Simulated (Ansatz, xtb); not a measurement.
**Two isomers of C4H6BNO**

Structure a is `Bc1[nH]ccc1O`, a singlet and structure b is `Bn1ccc(O)c1`, a singlet. Both are isolated molecules in the gas phase, relaxed with PBE0-D3(BJ)/def2-SVP; the shapes shown needn't be the lowest conformers.

a (Å):

```yaml
atoms:
  - { symbol: C, position_ang: [-0.1976, 0.7143, 0.7421] }
  - { symbol: C, position_ang: [-0.1275, 1.2186, -1.4541] }
  - { symbol: C, position_ang: [0.1729, 2.4004, -0.7834] }
  - { symbol: C, position_ang: [0.1290, 2.0853, 0.5854] }
  - { symbol: B, position_ang: [-0.3543, -0.0592, 2.0060] }
  - { symbol: N, position_ang: [-0.3424, 0.2398, -0.5616] }
  - { symbol: O, position_ang: [0.3603, 2.9494, 1.5723] }
  - { symbol: H, position_ang: [-0.6375, -1.2359, 2.0142] }
  - { symbol: H, position_ang: [-0.1920, 0.5106, 3.0686] }
  - { symbol: H, position_ang: [-0.5781, -0.7168, -0.7841] }
  - { symbol: H, position_ang: [-0.1964, 1.0371, -2.5259] }
  - { symbol: H, position_ang: [0.3953, 3.3668, -1.2277] }
  - { symbol: H, position_ang: [0.2649, 2.4723, 2.4087] }
```

b (Å):

```xyz
13

C     0.4803    0.6166   -0.6248
C    -0.2233    1.6802   -1.1017
C    -0.8648    2.2945    0.0303
C    -0.5245    1.5795    1.1465
B     0.8952   -0.4491    1.5915
N     0.3131    0.5311    0.7534
O    -1.6455    3.3821   -0.0907
H     1.5973   -1.2875    1.0843
H     0.6668   -0.4073    2.7744
H     1.1022   -0.1105   -1.1417
H    -0.2986    2.0164   -2.1333
H    -1.9764    3.6347    0.7774
H    -0.7958    1.7110    2.1911
```

Energies in hartree; the thermal terms are from GFN2-xTB frequencies at re-optimised GFN2-xTB minima (ideal gas, soft modes damped towards free rotors, one conformer each, 298.15 K, 1 atm) and include the zero-point energy:

```
                              a           b
E, CCSD(T)/def2-SVP  −309.744156  −309.760495
    E, MP2/def2-SVP  −309.664687  −309.679293
  E, MP2/def2-TZVPP  −310.234186  −310.249134
  zero-point energy     0.095615     0.095771
       H(298 K) − E     0.103017     0.103102
       G(298 K) − E     0.065896     0.066110
```

Question: Correct the CCSD(T) difference for the basis set by the MP2 change, then work out ΔE, ΔE₀, ΔH and ΔG for a → b in kJ/mol (1 Eh = 2625.50 kJ/mol) and the equilibrium ratio [b]/[a].

Answer: 1. Differences b − a: CCSD(T) −0.016339, MP2 in the small set −0.014606, MP2 in the large set −0.014948 Eh.
2. ΔE = −0.016339 + (−0.014948 − (−0.014606)) = −0.016681 Eh = −43.80 kJ/mol.
3. ΔE₀ = ΔE + ΔZPE = −0.016681 + (+0.000156) Eh = −43.39 kJ/mol.
4. ΔH = ΔE + (+0.000085) Eh = −43.57 kJ/mol.
5. ΔG = ΔE + (+0.000214) Eh = −43.23 kJ/mol, so ΔS = (ΔH − ΔG)/T = −1.1 J/(mol K).
6. kT = 0.9442 mEh, so K = [b]/[a] = exp(−ΔG/kT) = exp(+17.44) ≈ 3.8 × 10^7.

Structure b is favoured at this temperature. An error of 4 kJ/mol in ΔG would change K by a factor of 5. Mirror images and further conformers aren't counted.

As drawn, b has 1 B–N, 1 C–H in place of 1 C–B, 1 N–H.

Other levels gave ΔE = −66.5 (GFN2-xTB); −79.5 (HF/STO-3G, GFN2-xTB geometries); −22.8 (r2SCAN-D4/def2-SVP, GFN2-xTB geometries); −25.5 (PBE0-D3(BJ)/def2-SVP); −48.5 (HF/def2-SVP); −38.3 (MP2/def2-SVP); −42.9 (CCSD(T)/def2-SVP) kJ/mol. The correlated steps freeze 7 core orbitals. Programs: Ansatz 0.2.0, xtb 6.7.1.
